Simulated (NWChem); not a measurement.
Molecule: CuCl; SMILES [Cl][Cu]

```xyz
2

Cu     0.0000     0.0000    -0.7665
Cl     0.0000     0.0000     1.3076
```
Atoms are numbered in this order, from 1.

All runs: NWChem. Coordinates come from a PBE-D3(BJ)/def2-SVP optimisation.

For level PBE0/3-21G:

```
Quantity                     Value
---------------------------  -----
highest occupied level (eV)  -5.10
orbital gap (eV)              3.01
dipole (D)                    5.64
```

How do the values read with level PBE0/def2-QZVP instead?

The highest occupied level (eV) is -7.50 and the orbital gap (eV) comes out as 4.56. The dipole (D) comes out as 5.16.
